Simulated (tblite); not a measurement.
Species: C₅H₁₃NSi.
Atom-mapped SMILES: `[NH2:1][SiH:2]1[CH2:3][CH2:4][CH2:5][CH2:6][CH2:7]1` (hydrogens: H8, H9 on N1; H10 on Si2; H11, H12 on C3; H13, H14 on C4; H15, H16 on C5; H17, H18 on C6; H19, H20 on C7)

Cartesian coordinates in Å at the GFN2-xTB level; atoms count from 1:
```
atom  x, y, z in Å
N1     2.3653   -0.2577    0.4737
Si2    1.2489    0.4880   -0.6147
C3     0.1696   -0.8918   -1.3433
C4    -0.8703   -1.3628   -0.3301
C5    -1.7188   -0.2165    0.2162
C6    -0.9430    0.7007    1.1594
C7     0.0829    1.5625    0.4277
H8     2.9001    0.3304    1.0931
H9     2.9474   -1.0049    0.1297
H10    1.8537    1.2916   -1.6977
H11   -0.3441   -0.5265   -2.2333
H12    0.7728   -1.7424   -1.6619
H13   -0.3638   -1.8547    0.5030
H14   -1.5288   -2.1011   -0.7988
H15   -2.5710   -0.6375    0.7572
H16   -2.1143    0.3711   -0.6167
H17   -0.4325    0.0887    1.9063
H18   -1.6506    1.3460    1.6895
H19    0.6345    2.1597    1.1545
H20   -0.4432    2.2680   -0.2168
```

Computed values, GFN2-xTB/tblite, gas phase, harmonic and unscaled. Errors from tens to a few hundred cm⁻¹ against measured bands are possible. Modes of hydrogen on silicon can be 10 to 20 % off. One conformer, not necessarily the lowest.

Harmonic wavenumbers (cm⁻¹): 82.5, 147.2, 186.8, 205.2, 244.4, 336.7, 341.6, 374.9, 493.5, 545.1, 633.7, 635.8, 684.9, 703.5, 754.1, 780.5, 851.3, 860.8, 897.0, 905.9, 931.0, 995.5, 1020.3, 1066.3, 1095.2, 1138.1, 1173.5, 1204.4, 1228.7, 1253.3, 1310.5, 1315.0, 1347.9, 1360.3, 1360.4, 1485.4, 1486.1, 1494.2, 1496.5, 1507.4, 1520.2, 2128.4, 2935.7, 2936.6, 2951.1, 2968.7, 2968.9, 2971.4, 2977.7, 2984.6, 2990.0, 2992.3, 3464.7, 3499.0.

A = 2936, B = 1930, C = 1488 MHz; mass 115.082 u (most abundant isotopes); point group Cs, symmetry number 1.

Problem. What is the zero-point energy?

Solution. ½Σν̃ = 38112 cm⁻¹ = 455.93 kJ/mol.

Problem. Give the ideal-gas entropy at 350 K and 1 bar in the rigid-rotor, harmonic-oscillator model (classical rotation).

Solution. Translation 171.37, rotation 119.30, vibration 106.99: S = 397.7 J/(mol K).

Problem. And Cp and H(350 K) − H(0)?

Solution. Cp = 172.30 J/(mol K), of which vibrations give 139.04 (their classical limit is 54 R = 449.0); H(350 K) − H(0) = 33.49 kJ/mol without the zero-point energy, 21.85 from vibrations.

Problem. Blend soft modes into free rotors: weight 1/[1 + (100 cm⁻¹/ν̃)⁴] for the oscillator and the rest for a rotor with moment μB/(μ + B), μ = h/(8π²ν), B = 10⁻⁴⁴ kg m². What vibrational entropy results?

Solution. 104.00 J/(mol K) in place of 106.99, which changes −T·S at 350 K by +1.05 kJ/mol.

Problem. Which modes carry the vibrational entropy at 350 K?

Solution. 82.5 cm⁻¹: 17.34; 147.2 cm⁻¹: 12.62; 186.8 cm⁻¹: 10.71; 205.2 cm⁻¹: 9.97; 244.4 cm⁻¹: 8.62; 336.7 cm⁻¹: 6.25 J/(mol K); the other 48 give 41.49 together.

Problem. What must be added to the electronic energy to get the Gibbs energy at 350 K and 1 bar?

Solution. ZPE + [H(350 K) − H(0)] − T·S = 455.93 + 33.49 − 139.18 = 350.24 kJ/mol.

Problem. How do the functions run with temperature in this model?

Solution. 
```tsv
T (K)	S (J/(mol K))	Cp (J/(mol K))	H − H(0) (kJ/mol)	G − H(0) (kJ/mol)	ln q(vib)
50	229.9	43.2	1.81	-9.69	0.12
100	266.1	63.6	4.48	-22.13	0.67
298.15	372.0	148.5	25.17	-85.74	4.27
373.15	409.0	182.6	37.60	-115.03	5.86
500	469.7	233.0	64.08	-170.80	8.70
750	578.7	304.1	131.88	-302.18	14.45
1000	673.1	351.1	214.17	-458.94	20.04
```

q(vib) and H(0) count from the zero-point level.

Hindered rotation and anharmonicity are outside this model. Other conformers, if any are populated, would add a mixing term that is left out.
